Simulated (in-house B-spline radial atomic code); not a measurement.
**Excitations of Pb V (Pb4+) by several methods**

Full response, energies in eV; labels give the largest channel, * marks a mixed state, a dash one above the method's threshold, and an imaginary frequency an unstable closed-shell reference. Computed with an all-electron radial atomic-structure program (B-spline basis): linear response of the closed shell [Xe] 4f14 5d10 with each method's own kernel (bare exchange for TDHF, static screening on G0W0 levels for BSE, the adiabatic kernel for functionals); scalar-relativistic (spin-free one-electron X2C), finite nucleus, no spin-orbit coupling, no double excitations, S, P, D and F terms only; shells from n = 3 respond. Only terms of natural parity with L up to 3 were computed.

Spin-orbit coupling is strong here, so these LS terms don't match observed levels.

```
           method  5d → 6s 3D  5d → 6s 1D  5d → 6p 3P  α (bohr³)
             TDHF      15.317      16.558      27.179      3.608
   BSE on G0W0@HF      14.785      15.913      27.212      3.499
         LDA VWN5      13.049      14.058      25.431      3.874
              PBE      13.094      14.172      25.290      3.868
             PBE0      13.820      14.908      26.020       3.78
  B3LYP (VWN-RPA)      13.342      14.441      25.457      3.824
        CAM-B3LYP      13.364      14.458      25.415      3.821
          LC-wPBE      13.547      14.628      25.700      3.813
            wB97X      14.161      15.050      26.645      3.799
            HSE06      13.787      14.872      25.981      3.786
        BHandHLYP      14.094      15.226      26.114       3.73
             BLYP      12.714      13.830      24.785      3.902
           PBEsol      13.138      14.219      25.412      3.867
             BP86      13.160      14.237      25.554      3.875
LDA exchange-only           ?           ?           ?          ?
            B97-1      13.860      14.791      26.262      3.792
             RPBE           ?           ?           ?          ?
             OLYP      13.343      14.482      25.295      3.801
```

Problem. What does RPBE give?

Solution. 5d → 6s 3D: 13.139; 5d → 6s 1D: 14.221; 5d → 6p 3P: 25.258; α: 3.863 (eV, bohr³).

Problem. What does LDA exchange-only give?

Solution. 5d → 6s 3D: 12.495; 5d → 6s 1D: 13.682; 5d → 6p 3P: 24.531; α: 3.944 (eV, bohr³).
